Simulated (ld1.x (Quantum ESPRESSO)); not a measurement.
**Si: variants of one TM potential**

Base potential:

* Element: silicon
* Generator: ld1.x (Quantum ESPRESSO) 7.5
* Type: norm-conserving Troullier–Martins (Kleinman–Bylander form)
* Functional: LDA (PZ)
* Relativity: non-relativistic
* Frozen core: [Ne]
* Valence charge: 4
* Reference configuration: 3s1 3p3
* Partial waves: 3p (bound): rc 1.55 bohr; 3d channel at 0.4 Ry: rc 1.85 bohr; 3s (bound): rc 1.85 bohr
* Local potential: the s channel
* Core correction: none

Cutoffs, loose and tight: the cutoffs (Ry, on a coarse ladder) from which the occupation-weighted sum of valence levels, in a spherical-Bessel basis at the reference potential, stays within 10 and 1 mRy of its value at 400 Ry. They do not see the model core or the augmentation charge, which bear on the density cutoff. Test errors are all-electron minus pseudo excitation energies from the reference, over the configurations 3s2 3p2; 3s2 3p1; 3s2 3p0; 3s1 3p2; 3s0 3p4; 3s1 3p0; 3s2 3p1.5 (two spin-polarised tests are not counted in the largest error). A dash means not determined; rows that change the core or the reference have their own tests.

Cutoffs are not given where the Bessel-basis levels miss the radial ones by over 6 mRy, ghosts where they miss by over 20 mRy; a channel whose overlap is not positive is not tested.

| change | outcome | cutoff, loose | cutoff, tight | bound ghosts | largest test error (meV) |
| --- | --- | --- | --- | --- | --- |
| base | generated | 30 Ry | 45 Ry | none | +178 |
| core [He], valence charge 12; reference 2s2 2p6 3s2 3p2; waves now 2p (bound): rc 0.75 bohr; 3d channel at 0.4 Ry: rc 0.75 bohr; 2s (bound): rc 0.30 bohr | generated | – | – | not determined | +149 |
| wave 3d channel at 0.4 Ry: rc 1.85 bohr becomes 3d channel at 0.4 Ry: rc 2.36 bohr | generated | 30 Ry | 45 Ry | none | +178 |
| core correction a·sin(br)/r model core inside 1.16 bohr | generated | 30 Ry | 45 Ry | none | +51 |
| wave 3s (bound): rc 1.85 bohr becomes 3s (bound): rc 2.52 bohr | generated | 30 Ry | 45 Ry | none | +255 |
| type RRKJ; rho0 0.005 | generated | 25 Ry | 45 Ry | none | +181 |

(1) What comes out with this change to the base: wave 3p (bound): rc 1.55 bohr becomes 3p (bound): rc 2.24 bohr?

(2) What comes out with this change to the base: all radii scaled by about 1.25 (s 2.30, p 1.94, d 2.30 bohr)?

(3) What comes out with this change to the base: reference 3s2 3p1.5?

## Answers

(1) outcome: generated; cutoff, loose: 12 Ry; cutoff, tight: 35 Ry; bound ghosts: none; largest test error (meV): +189.

(2) outcome: generated; cutoff, loose: 10 Ry; cutoff, tight: 25 Ry; bound ghosts: none; largest test error (meV): +233.

(3) outcome: generated; cutoff, loose: 30 Ry; cutoff, tight: 45 Ry; bound ghosts: none; largest test error (meV): +209.
